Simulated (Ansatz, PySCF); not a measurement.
CH8O2Si3, SMILES C[Si@H]1O[SiH2][Si@@H]1O. Atoms are numbered in the order given.

```xyz
14

C      2.5483    -0.6916    -1.0389
Si     1.2756    -0.0768     0.1932
O      0.7015     1.4648    -0.2559
Si    -0.9977     1.5094    -0.3047
Si    -0.9769    -0.8453     0.0533
O     -1.8010    -1.5989     1.3046
H      2.1142    -0.7654    -2.0480
H      3.4070    -0.0017    -1.0813
H      2.9202    -1.6870    -0.7455
H      1.8798    -0.0258     1.5601
H     -1.5479     2.3681     0.7878
H     -1.4640     2.0639    -1.6095
H     -1.2827    -1.6629    -1.1546
H     -1.7131    -1.2001     2.1786
```
Charge 0, spin multiplicity 1.

The structure is a stationary point at B3LYP-D3(BJ)/def2-SVP. The structure was generated by enumeration; whether it is a known compound was not checked. Other conformers were not sampled.

Two levels are set side by side: PBE-D3(BJ)/def2-SVP (Ansatz, a quantum-chemistry and plane-wave program) and B3LYP-D3(BJ)/def2-SVP (Ansatz). Each level has its own optimised geometry; the coordinates shown are those of the second. Frequencies come from the Hessian of PySCF at each geometry. Differences are taken from unrounded values.

| quantity | B3LYP-D3(BJ) |
|---|---|
| mean bond length (Å) | 1.569 |
| bond C1–Si2 (Å) | 1.875 |
| bond Si2–O3 (Å) | 1.705 |
| bond Si2–Si5 (Å) | 2.384 |
| bond O3–Si4 (Å) | 1.701 |
| bond Si4–Si5 (Å) | 2.382 |
| bond Si5–O6 (Å) | 1.677 |
| bond C1–H7 (Å) | 1.101 |
| bond C1–H8 (Å) | 1.102 |
| bond C1–H9 (Å) | 1.102 |
| bond Si2–H10 (Å) | 1.495 |
| bond Si4–H11 (Å) | 1.494 |
| bond Si4–H12 (Å) | 1.492 |
| bond Si5–H13 (Å) | 1.490 |
| bond O6–H14 (Å) | 0.965 |
| highest harmonic wavenumber (cm⁻¹) | 3868 |
| mean harmonic wavenumber (cm⁻¹) | 1110 |
| zero-point energy (kcal/mol) | 57.10 |

Q: What does PBE-D3(BJ) give, and how far is it from B3LYP-D3(BJ)? (Estimate from the structure and the level; the computed values follow.)

A: 
```
quantity                            PBE-D3(BJ)  PBE-D3(BJ) minus B3LYP-D3(BJ)
----------------------------------  ----------  -----------------------------
mean bond length (Å)                     1.579                          0.010
bond C1–Si2 (Å)                          1.880                          0.005
bond Si2–O3 (Å)                          1.720                          0.015
bond Si2–Si5 (Å)                         2.387                          0.003
bond O3–Si4 (Å)                          1.715                          0.015
bond Si4–Si5 (Å)                         2.383                          0.001
bond Si5–O6 (Å)                          1.691                          0.014
bond C1–H7 (Å)                           1.108                          0.007
bond C1–H8 (Å)                           1.109                          0.007
bond C1–H9 (Å)                           1.109                          0.007
bond Si2–H10 (Å)                         1.510                          0.015
bond Si4–H11 (Å)                         1.509                          0.015
bond Si4–H12 (Å)                         1.507                          0.014
bond Si5–H13 (Å)                         1.505                          0.014
bond O6–H14 (Å)                          0.974                          0.009
highest harmonic wavenumber (cm⁻¹)        3756                           -112
mean harmonic wavenumber (cm⁻¹)           1077                            -33
zero-point energy (kcal/mol)             55.42                          -1.68
```

GGA bonds tend to be longer and softer than those of functionals with exact exchange. Differences between two approximate levels are no errors against the true value.
